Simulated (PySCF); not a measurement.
Input file for PySCF: R-BP86/LANL2DZ on H2O2W (SMILES [OH][W][OH]), 2S+1 = 1, a spin state set in the input, which need not be the lowest.

```python
from pyscf import gto, scf, dft, mp
from pyscf.data.elements import chemcore

mol = gto.M(
    atom='''
    W    -0.00705763    0.00513429   -0.00756660
    O     1.32414108    0.25643591   -1.24078087
    H     2.01372538    0.38847532   -1.88859213
    O    -1.34204371   -0.24545948    1.22162076
    H    -2.04243628   -0.37483948    1.85830461
    ''',
    basis='lanl2dz',
    ecp={'W': 'lanl2dz'},
    charge=0, spin=0, verbose=3, max_memory=1800)
mf = dft.RKS(mol, xc='b88,p86')
mf.conv_tol = 1e-8
mf.max_cycle = 100
mf.kernel()
if not mf.converged:
    mf = mf.newton().run(mf.mo_coeff, mf.mo_occ)
```

Task: What total energy does the run end on?

Result: -219.5127 hartree.
